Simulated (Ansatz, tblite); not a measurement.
Cost and result up the ladder for SrO2 (the lowest singlet isomer of a short search) (3 atoms). The state is a singlet with charge 0. Geometry: PBE-D4/def2-TZVP.

```csv
atom,x (Å),y (Å),z (Å)
Sr1,0.389,-0.976,-0.788
O2,-0.913,0.373,0.182
O3,0.525,0.604,0.606
```

Ansatz on 4 threads of Arm Neoverse V1 on a shared host; xTB runs through tblite on one thread. Times are rough, summed over both states, and most runs start from the orbitals of an earlier one. RPA@PBE/def2-TZVP serves as the yardstick here, not as an exact answer. Differences are given only for rows in sets of like size (and for xTB, whose basis is part of the method), since another set adds its own error. The other state is a triplet at its own geometry.

In the def2 sets Sr takes a core potential, while STO-3G treats all electrons; there is no spin–orbit coupling. The xTB rows come from tblite. Correlated methods freeze 2 core orbitals; core or outer-core shells of Sr are correlated, in sets that lack core-valence functions. The structure holds 1 bond(s) between oxygen atoms. The structure comes from a short search, and lower isomers may exist.

Correlated methods converge slowly with the basis.

xTB has no spin-polarisation term.

```
                            level  functions  wall time  triplet − singlet (eV)  difference from RPA@PBE/def2-TZVP (eV)                     remarks
                         GFN1-xTB         17    0.005 s                    1.66                                    1.96                           –
                         GFN2-xTB         17    0.022 s                   -0.18                                    0.12                           –
                        HF/STO-3G         32     0.45 s                   -5.63                                       –                           –
                     HF/def2-TZVP         95     0.75 s                   -1.24                                   -0.94                           –
            LDA (SPW92)/def2-TZVP         95      0.8 s                    0.57                                    0.87                           –
                    MP2/def2-TZVP         95     0.85 s                    0.17                                    0.47                           –
                 PBE-D4/def2-TZVP         95      1.5 s                    0.38                                    0.68                           –
                RPA@PBE/def2-TZVP         95      2.4 s                   -0.30                                    0.00                           –
               BHLYP-D4/def2-TZVP         95      2.6 s                   -0.16                                    0.14                           –
                PBE0-D4/def2-TZVP         95      2.8 s                    0.12                                    0.42                           –
r2SCAN-D4/def2-TZVP (with forces)         95      3.3 s                    0.28                                    0.58                           –
             r2SCANh-D4/def2-TZVP         95      3.5 s                    0.18                                    0.48                           –
             r2SCAN0-D4/def2-TZVP         95      3.7 s                    0.04                                    0.34                           –
               CCSD(T)/def2-TZVPP        102      6.7 s                    0.11                                    0.41  large T1 (0.025) (singlet)
```
